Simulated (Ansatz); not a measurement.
Ansatz (an electronic-structure program) input for GaH3S3, SMILES [SH][Ga]([SH])[SH], PBE-D3(BJ)/def2-SVP. 

Ansatz 0.2 input:
```yaml
crystal:
  periodic: [false, false, false]
  atoms:
    - {symbol: Ga, position_ang: [0.01696646, 0.01532668, -0.02594000]}
    - {symbol: S, position_ang: [2.12124618, 0.29899845, -0.72820806]}
    - {symbol: H, position_ang: [2.60076827, -0.46481648, 0.25126660]}
    - {symbol: S, position_ang: [-0.35530166, -1.02562533, 1.94217576]}
    - {symbol: H, position_ang: [-1.59980443, -1.35952278, 1.61513325]}
    - {symbol: S, position_ang: [-1.70905194, 0.74496302, -1.26819583]}
    - {symbol: H, position_ang: [-2.43720542, 1.05583380, -0.19460939]}
basis:
  gaussian:
    orbitals: def2-SVP
hamiltonian:
  xc: pbe
  dispersion: d3bj
relax: {f_tol: 0.002, max_steps: 200}
```

Output:

```
WARN ansatz: RAYON_NUM_THREADS=1 ignored (pool sized by the plan → 1); use --threads N
Functional definition: PBE
integrals: 0.05 GiB planned
1144 factors; their error is unknown
mean field: 0.27 GiB planned
mean field evaluation 1: about -84894.7620 eV, gradient 3.7e1 eV
mean field evaluation 2: about -84889.3685 eV, gradient 6.4e1 eV
mean field evaluation 4: about -84897.2899 eV, gradient 1.3e0 eV
mean field evaluation 8: about -84897.2944 eV, gradient 5.2e-2 eV
mean field evaluation 16: about -84897.2204 eV, gradient 4.7e-5 eV
mean field -84897.22040617 eV, -3119.9153045240 hartree, gradient 4.7e-5 eV, S^2 0.000000; 0 other end points of the search recorded, 0 dependent functions left out
the calculation of the forces begins
reference -84897.22044019 eV, -3119.9153057743 hartree; 41, 41 occupied and 60, 60 virtual orbitals, 1144 factors
relax step   1: F+E_penalty+E_count = -84897.42019501 eV  Δ(F+E_penalty+E_count) = +0.000e0 eV  max|allowed force component| = 9.676e-1 eV/Å  Δτ_max = 0.0000 Å  (25 SCF iters, accepted)
these checks for a lower state are left out or cut short: starts, cluster_reference, orbital_swaps, neighbouring_geometries, increment
integrals: 0.05 GiB planned
1144 factors; their error is unknown
mean field: 0.27 GiB planned
mean field -84897.27922773 eV, -3119.9174661765 hartree, gradient 2.1e-5 eV, S^2 0.000000; 0 other end points of the search recorded, 0 dependent functions left out
the calculation of the forces begins
reference -84897.27926111 eV, -3119.9174674031 hartree; 41, 41 occupied and 60, 60 virtual orbitals, 1144 factors
relax step   2: F+E_penalty+E_count = -84897.48213770 eV  Δ(F+E_penalty+E_count) = -6.194e-2 eV  max|allowed force component| = 4.924e-1 eV/Å  Δτ_max = 0.1912 Å  (30 SCF iters, accepted)
these checks for a lower state are left out or cut short: starts, cluster_reference, orbital_swaps, neighbouring_geometries, increment
integrals: 0.05 GiB planned
1144 factors; their error is unknown
mean field: 0.27 GiB planned
mean field -84897.27951550 eV, -3119.9174767516 hartree, gradient 9.1e-6 eV, S^2 0.000000; 0 other end points of the search recorded, 0 dependent functions left out
the calculation of the forces begins
reference -84897.27954927 eV, -3119.9174779929 hartree; 41, 41 occupied and 60, 60 virtual orbitals, 1144 factors
relax step   3: F+E_penalty+E_count = -84897.48160310 eV  Δ(F+E_penalty+E_count) = +5.346e-4 eV  max|allowed force component| = 6.020e-1 eV/Å  Δτ_max = 0.1284 Å  (28 SCF iters, rejected (line search))
these checks for a lower state are left out or cut short: starts, cluster_reference, orbital_swaps, neighbouring_geometries, increment
integrals: 0.05 GiB planned
1144 factors; their error is unknown
mean field: 0.27 GiB planned
mean field evaluation 32: about -84897.2965 eV, gradient 6.9e-2 eV
mean field -84897.29650862 eV, -3119.9181012373 hartree, gradient 6.3e-5 eV, S^2 0.000000; 0 other end points of the search recorded, 0 dependent functions left out
the calculation of the forces begins
reference -84897.29654218 eV, -3119.9181024709 hartree; 41, 41 occupied and 60, 60 virtual orbitals, 1144 factors
relax step   4: F+E_penalty+E_count = -84897.49907340 eV  Δ(F+E_penalty+E_count) = -1.694e-2 eV  max|allowed force component| = 1.785e-1 eV/Å  Δτ_max = 0.0642 Å  (25 SCF iters, accepted)
these checks for a lower state are left out or cut short: starts, cluster_reference, orbital_swaps, neighbouring_geometries, increment
integrals: 0.05 GiB planned
1144 factors; their error is unknown
mean field: 0.27 GiB planned
mean field -84897.30136651 eV, -3119.9182797617 hartree, gradient 3.6e-5 eV, S^2 0.000000; 0 other end points of the search recorded, 0 dependent functions left out
the calculation of the forces begins
reference -84897.30140016 eV, -3119.9182809983 hartree; 41, 41 occupied and 60, 60 virtual orbitals, 1144 factors
relax step   5: F+E_penalty+E_count = -84897.50388717 eV  Δ(F+E_penalty+E_count) = -4.814e-3 eV  max|allowed force component| = 1.073e-1 eV/Å  Δτ_max = 0.0627 Å  (25 SCF iters, accepted)
these checks for a lower state are left out or cut short: starts, cluster_reference, orbital_swaps, neighbouring_geometries, increment
integrals: 0.05 GiB planned
1144 factors; their error is unknown
mean field: 0.27 GiB planned
mean field -84897.30389508 eV, -3119.9183726847 hartree, gradient 1.6e-5 eV, S^2 0.000000; 0 other end points of the search recorded, 0 dependent functions left out
the calculation of the forces begins
reference -84897.30392854 eV, -3119.9183739143 hartree; 41, 41 occupied and 60, 60 virtual orbitals, 1144 factors
[...]
these checks for a lower state are left out or cut short: starts, cluster_reference, orbital_swaps, neighbouring_geometries, increment
integrals: 0.05 GiB planned
1144 factors; their error is unknown
mean field: 0.27 GiB planned
mean field evaluation 64: about -84897.3392 eV, gradient 3.5e0 eV
mean field -84897.30809919 eV, -3119.9185271829 hartree, gradient 6.4e-5 eV, S^2 0.000000; 0 other end points of the search recorded, 0 dependent functions left out
the calculation of the forces begins
reference -84897.30813244 eV, -3119.9185284049 hartree; 41, 41 occupied and 60, 60 virtual orbitals, 1144 factors
relax step  10: F+E_penalty+E_count = -84897.51094648 eV  Δ(F+E_penalty+E_count) = +2.031e-4 eV  max|allowed force component| = 1.352e-1 eV/Å  Δτ_max = 0.0568 Å  (25 SCF iters, rejected (line search))
these checks for a lower state are left out or cut short: starts, cluster_reference, orbital_swaps, neighbouring_geometries, increment
integrals: 0.05 GiB planned
1144 factors; their error is unknown
mean field: 0.27 GiB planned
mean field -84897.30855052 eV, -3119.9185437692 hartree, gradient 2.6e-5 eV, S^2 0.000000; 0 other end points of the search recorded, 0 dependent functions left out
the calculation of the forces begins
reference -84897.30858380 eV, -3119.9185449920 hartree; 41, 41 occupied and 60, 60 virtual orbitals, 1144 factors
relax step  11: F+E_penalty+E_count = -84897.51130557 eV  Δ(F+E_penalty+E_count) = -1.560e-4 eV  max|allowed force component| = 1.691e-2 eV/Å  Δτ_max = 0.0284 Å  (24 SCF iters, accepted)
these checks for a lower state are left out or cut short: starts, cluster_reference, orbital_swaps, neighbouring_geometries, increment
integrals: 0.05 GiB planned
1144 factors; their error is unknown
mean field: 0.27 GiB planned
mean field -84897.30880031 eV, -3119.9185529485 hartree, gradient 4.2e-5 eV, S^2 0.000000; 0 other end points of the search recorded, 0 dependent functions left out
the calculation of the forces begins
reference -84897.30883354 eV, -3119.9185541699 hartree; 41, 41 occupied and 60, 60 virtual orbitals, 1144 factors
relax step  12: F+E_penalty+E_count = -84897.51149528 eV  Δ(F+E_penalty+E_count) = -1.897e-4 eV  max|allowed force component| = 6.347e-2 eV/Å  Δτ_max = 0.0425 Å  (25 SCF iters, accepted)
these checks for a lower state are left out or cut short: starts, cluster_reference, orbital_swaps, neighbouring_geometries, increment
integrals: 0.05 GiB planned
1144 factors; their error is unknown
mean field: 0.27 GiB planned
mean field -84897.30889607 eV, -3119.9185564677 hartree, gradient 2.4e-5 eV, S^2 0.000000; 0 other end points of the search recorded, 0 dependent functions left out
the calculation of the forces begins
reference -84897.30892931 eV, -3119.9185576895 hartree; 41, 41 occupied and 60, 60 virtual orbitals, 1144 factors
relax step  13: F+E_penalty+E_count = -84897.51166110 eV  Δ(F+E_penalty+E_count) = -1.658e-4 eV  max|allowed force component| = 2.046e-2 eV/Å  Δτ_max = 0.0101 Å  (25 SCF iters, accepted)
these checks for a lower state are left out or cut short: starts, cluster_reference, orbital_swaps, neighbouring_geometries, increment
integrals: 0.05 GiB planned
1144 factors; their error is unknown
mean field: 0.27 GiB planned
mean field -84897.30897972 eV, -3119.9185595419 hartree, gradient 2.3e-5 eV, S^2 0.000000; 0 other end points of the search recorded, 0 dependent functions left out
the calculation of the forces begins
reference -84897.30901297 eV, -3119.9185607637 hartree; 41, 41 occupied and 60, 60 virtual orbitals, 1144 factors
relax step  14: F+E_penalty+E_count = -84897.51170507 eV  Δ(F+E_penalty+E_count) = -4.397e-5 eV  max|allowed force component| = 7.465e-4 eV/Å  Δτ_max = 0.0058 Å  (26 SCF iters, accepted)
these checks for a lower state are left out or cut short: starts, cluster_reference, orbital_swaps, neighbouring_geometries, increment
integrals: 0.05 GiB planned
1144 factors; their error is unknown
mean field: 0.27 GiB planned
mean field -84897.30900363 eV, -3119.9185604207 hartree, gradient 2.2e-5 eV, S^2 0.000000; 0 other end points of the search recorded, 0 dependent functions left out
the calculation of the forces begins
reference -84897.30903688 eV, -3119.9185616424 hartree; 41, 41 occupied and 60, 60 virtual orbitals, 1144 factors
relax step  15: F+E_penalty+E_count = -84897.51171666 eV  Δ(F+E_penalty+E_count) = -1.160e-5 eV  max|allowed force component| = 3.223e-3 eV/Å  Δτ_max = 0.0081 Å  (25 SCF iters, accepted)
these checks for a lower state are left out or cut short: starts, cluster_reference, orbital_swaps, neighbouring_geometries, increment
integrals: 0.05 GiB planned
1144 factors; their error is unknown
mean field: 0.27 GiB planned
mean field evaluation 96: about -84897.3090 eV, gradient 4.9e-2 eV
mean field -84897.30900576 eV, -3119.9185604989 hartree, gradient 2.2e-5 eV, S^2 0.000000; 0 other end points of the search recorded, 0 dependent functions left out
the calculation of the forces begins
reference -84897.30903901 eV, -3119.9185617207 hartree; 41, 41 occupied and 60, 60 virtual orbitals, 1144 factors
relax step  16: F+E_penalty+E_count = -84897.51171895 eV  Δ(F+E_penalty+E_count) = -2.286e-6 eV  max|allowed force component| = 2.498e-3 eV/Å  Δτ_max = 0.0071 Å  (26 SCF iters, accepted)
these checks for a lower state are left out or cut short: starts, cluster_reference, orbital_swaps, neighbouring_geometries, increment
integrals: 0.05 GiB planned
1144 factors; their error is unknown
mean field: 0.27 GiB planned
mean field -84897.30898853 eV, -3119.9185598656 hartree, gradient 6.7e-5 eV, S^2 0.000000; 0 other end points of the search recorded, 0 dependent functions left out
the calculation of the forces begins
reference -84897.30902177 eV, -3119.9185610872 hartree; 41, 41 occupied and 60, 60 virtual orbitals, 1144 factors
relax step  17: F+E_penalty+E_count = -84897.51172030 eV  Δ(F+E_penalty+E_count) = -1.356e-6 eV  max|allowed force component| = 1.784e-3 eV/Å  Δτ_max = 0.0019 Å  (19 SCF iters, accepted)
these checks for a lower state are left out or cut short: starts, cluster_reference, orbital_swaps, neighbouring_geometries, increment
integrals: 0.05 GiB planned
1144 factors; their error is unknown
mean field: 0.27 GiB planned
mean field -84897.30899380 eV, -3119.9185600594 hartree, gradient 8.9e-5 eV, S^2 0.000000; 0 other end points of the search recorded, 0 dependent functions left out
the calculation of the forces begins
reference -84897.30902705 eV, -3119.9185612811 hartree; 41, 41 occupied and 60, 60 virtual orbitals, 1144 factors
relax step  18: F+E_penalty+E_count = -84897.51172112 eV  Δ(F+E_penalty+E_count) = -8.130e-7 eV  max|allowed force component| = 4.504e-4 eV/Å  Δτ_max = 0.0023 Å  (18 SCF iters, accepted)
integrals: 0.05 GiB planned
1144 factors; their error is unknown
mean field: 0.27 GiB planned
mean field -84897.30899380 eV, -3119.9185600594 hartree, gradient 8.9e-5 eV, S^2 0.000000; 1 other end points of the search recorded, 0 dependent functions left out
the calculation of the forces begins
reference -84897.30902705 eV, -3119.9185612811 hartree; 41, 41 occupied and 60, 60 virtual orbitals, 1144 factors
Total energy: -84897.51175436 eV, -3119.9260113725 hartree
Atom 0 at     0.034077     0.030205    -0.006818 Å, force    -0.000113     0.000002     0.000155 eV/Å
Atom 1 at     2.103627     0.286518    -0.755455 Å, force    -0.000082     0.000034    -0.000073 eV/Å
Atom 2 at     2.630878    -0.483847     0.238040 Å, force     0.000077    -0.000085     0.000114 eV/Å
Atom 3 at    -0.323818    -1.202988     1.808302 Å, force    -0.000379     0.000214    -0.000341 eV/Å
Atom 4 at    -1.672519    -1.009813     1.784681 Å, force     0.000450    -0.000026     0.000011 eV/Å
Atom 5 at    -1.573255     1.047749    -1.150153 Å, force     0.000099    -0.000179     0.000203 eV/Å
Atom 6 at    -2.561372     0.597334    -0.326975 Å, force    -0.000052     0.000039    -0.000068 eV/Å
Dipole moment:    -0.239589    -0.134759     0.235538 e Å
```

Self-consistency was reached.
